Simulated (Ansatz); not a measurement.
C2H6FGeN can be A, `N/C(F)=[CH]/[GeH3]`, or B, `N[C]1(F)[CH2][GeH2]1`.

Calculated with Ansatz (gas phase, PBE0-D4/def2-TZVP geometries, no zero-point term in ΔE). CBS: MP2 limit from def2 TZ/QZ plus the TZ coupled-cluster correction, frozen cores. Functionals use def2-TZVPP. B3LYP here is the variant with VWN-RPA as its local correlation; programs differ in this. For Ge outer-core shells are correlated without core-valence functions, which leaves a few kJ/mol of doubt a bond. Scalar relativity is left out up to krypton. One conformer a species, not always the lowest.

(1) Which isomer does CCSD(T)/CBS put lower? Give the gap. (An estimate is asked.)

(2) Give E(B) − E(A) in kcal/mol with HF/def2-TZVPP, B3LYP-D4, PBE-D4, MP2/def2-TZVPP, B3LYP, CCSD(T)/def2-TZVPP, B2PLYP. (Best estimate.)

Largest T1 diagnostic: 0.012.

## Answers

(1) Computed: A, by 15.9 kcal/mol.

(2) Computed: HF/def2-TZVPP 28.1, B3LYP-D4 20.0, PBE-D4 15.7, MP2/def2-TZVPP 16.6, B3LYP 20.5, CCSD(T)/def2-TZVPP 18.0, B2PLYP 19.5. None reverses the order clearly.

From PBE to PBE0 (25 % exact exchange), in def2-TZVPP and without D4, E(B) − E(A) moves by +0.9 kcal/mol. In def2-TZVPP, CCSD(T) changes the Hartree–Fock value by −10.1 kcal/mol (the triples alone add −0.9 kcal/mol) and MP2 by −11.5 kcal/mol.
